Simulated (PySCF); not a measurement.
C4H7Ga.
Structure used (PBE0-D3(BJ)/def2-SVP), in Å, numbered top down from 1:
```
atom  x, y, z in Å
C1    -1.567    0.719   -0.563
C2    -0.832   -0.483   -0.016
C3    -0.229   -0.497    1.336
C4     0.648   -0.425    0.361
Ga5    2.490   -0.224   -0.188
H6    -1.161    1.653   -0.145
H7    -1.478    0.773   -1.661
H8    -2.642    0.679   -0.321
H9    -1.203   -1.439   -0.422
H10   -0.416   -0.490    2.409
H11    2.807    0.245   -1.650
H12    3.621   -0.538    0.852
```

Structure optimised with PBE0-D3(BJ)/def2-SVP, isolated species.

Which atoms are bound to Ga5, and at what distances?

3 atoms: H11 1.568 Å, H12 1.569 Å, C4 1.932 Å. The nearest atom not counted as bound is C3, at 3.13 Å.

List the angles at Ga5.

```
      angle  degrees  distance of the outer atoms (Å)
H11–Ga5–H12    122.2                             2.75
 C4–Ga5–H11    119.3                             3.03
 C4–Ga5–H12    118.6                             3.02
```

What is the shape at Ga5?

Planar: angles 122.2°, 119.3° and 118.6°, sum 360.0°, 0.00 Å off the plane of its three neighbours.

What are the other bond lengths?

C1–C2 1.511 Å; C2–C3 1.480 Å; C3=C4 1.313 Å; C2–C4 1.528 Å; C1–H6, C1–H7, C1–H8 1.102 Å; C2–H9 1.103 Å; C3–H10 1.089 Å.

Give some angles away from the centre.

C1–C2–C3 122.4°, C1–C2–C4 122.0°, C3–C2–C4 51.7°, C2–C3–C4 66.0°, C3–C4–Ga5 148.5°, C2–C4–C3 62.2°, C2–C4–Ga5 149.0°.

What are the rotational constants (commonest isotopes, rigid rotor)?

A = 8702, B = 1481, C = 1325 MHz: a near-prolate asymmetric top.

Point group: C1 (no symmetry element, even within 0.4 Å). Charge 0, singlet. Stationary, but not proved a minimum.

These are computed values.
